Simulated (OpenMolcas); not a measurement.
Rh5+ among 6 point charges of -1.7 e arranged as a tetragonal octahedron (D4h). The axial distance is 0.89 times the equatorial one, R.

* Program: OpenMolcas
* Method: SS-CASPT2, IPEA 0.25 Eh, imaginary shift 0.1 Eh (closed shells correlated: 4s 4p)
* Basis: ANO-RCC-VDZP [6s5p3d1f]
* Scalar Hamiltonian: DKH2, point nucleus
* Active space: 4 electrons in 5 orbitals (4d)
* State averaging: 2S+1 = 5 even, 5 roots; 2S+1 = 3 even, 45 roots; 2S+1 = 1 even, 50 roots
* Spin-orbit coupling: state interaction with AMFI integrals over the reference wave functions

All point charges move together. At R = 1.72 Å the first state of the same spin is 9740 cm-1, and at R = 1.94 Å it is 6820 cm-1.

Problem. A third run gives 8000 cm-1. What distance was it run at?

Solution. With a power law R^-n the two known points give n = -ln(6820 / 9740) / ln(1.94 / 1.72) = 2.96. Then R = 1.72 × (9740 / 8000)^(1/2.96) = 1.838 Å. The run was at 1.84 Å, so the estimate is off by -0.002 Å.

Point charges give a weaker field than real ligands, and real ions of this kind are as a rule low spin; the high spin found here belongs to the model. Free-ion shares, where given, are those of the reference states; single-state CASPT2 does not remix them. This shell can be high or low spin here, a state of another spin lies low, and with metal d orbitals alone active their balance is uncertain, so the ground spin may be wrong (holds for R = 1.72). Point charges carry no covalency, so the field is a model and not that of real ligands. No measured value stands beside these numbers.
